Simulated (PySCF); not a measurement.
## AsN⁺: one state, many levels of theory

State: ²Π (doublet), unpaired electrons π ↑. Set-up: basis As 6-31G(d,p), N 6-31G(d,p); no relativity; PySCF 2.14. De refers to As⁺ + N in their high-spin ground configurations, without counterpoise correction. The functionals are run spin-unrestricted. A positive dipole points towards N; it is taken about the centre of mass and depends on that origin. Levels whose curve was spin-contaminated or gave no clean fit are not listed.

| Level | Re (Å) | ωe (cm⁻¹) | De (eV) | μ (D) | CPU s a point (SCF and correlation, without the integrals) |
| --- | --- | --- | --- | --- | --- |
| UHF-CCSD | 1.710 | 909 | 2.29 | n/a | n/a |
| UHF-CCSD(T) | 1.724 | 865 | 2.61 | n/a | 5.3 |
| PBE | 1.723 | 896 | 3.97 | -1.39 | 0.67 |
| PBEsol | 1.715 | 909 | 4.19 | -1.36 | 0.5 |
| r²SCAN | 1.702 | 930 | 3.28 | -1.51 | 0.97 |
| PBE0 | 1.691 | 936 | 3.16 | -1.64 | 1 |

Question: Which functional lies closest to UHF-CCSD(T) in De, which farthest, and by how much do they differ from it?

Answer: Closest is PBE0 (-3.3 pm in Re, +8.2 % in ωe, +0.55 eV in De against UHF-CCSD(T) in the same basis), farthest PBEsol (-0.9 pm in Re, +5.1 % in ωe, +1.58 eV in De). CCSD(T) converges more slowly with the basis than the functionals do and binds too weakly in this one, so the order can change at the basis-set limit.

Question: What does the step from GGA to meta-GGA do here, going from PBE to r²SCAN?

Answer: r²SCAN less PBE: -2.1 pm in Re, +3.8 % in ωe, -0.69 eV in De. 

Question: What does the triples do here, going from UHF-CCSD to UHF-CCSD(T)?

Answer: UHF-CCSD(T) less UHF-CCSD: +1.4 pm in Re, -4.8 % in ωe, +0.32 eV in De. Correlation nearly always deepens the well. The bond lengthens, as in strong covalent bonds, where excitations into antibonding orbitals dominate.

Correlated steps freeze 10 core orbitals. Correlated levels converge slowly with the basis: in double zeta they bind strong bonds too weakly, by up to about 1 eV, and carry superposition errors of some tenths. Spin–orbit coupling is left out. For an ion De counts to the pair picked by the measured ionisation energies or electron affinities, which need not be the lowest pair at this level. The state was picked by a PBE0 search and need not be the measured ground state.

The whole job (state search and all levels along the bond) took about 2.9 min on 1 thread of Arm Neoverse V1 (shared host), peak memory 0.56 GiB.
